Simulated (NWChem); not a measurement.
Molecule: BeCl$_{2}$; SMILES [Cl][Be][Cl]

```xyz
3

Be     0.0000     0.0000     0.0000
Cl     0.0000     0.0000     1.8137
Cl     0.0000     0.0000    -1.8137
```
Atoms are numbered in this order, from 1.

Results from NWChem. Geometry optimised at PBE-D3(BJ)/def2-SVP; all other runs use it.  Vzz has the sign of the potential's second derivative.

```tsv
quantity	level	value
Vzz Be1 (a.u.)	B3LYP/def2-SVP	-0.114
isotropic polarisability (bohr³), static	PBE0/Sadlej pVTZ	42.0
vertical, lowest triplet (eV)	PBE/def2-SVP, full TDDFT	[?]
−ε(HOMO) (eV)	PBE/aug-cc-pVDZ	8.22
highest harmonic frequency (cm⁻¹)	PBE-D3(BJ)/def2-SVP	[?]
```

Fill in the missing entries.


- vertical, lowest triplet (eV), value: 6.73
- highest harmonic frequency (cm⁻¹), value: 1150
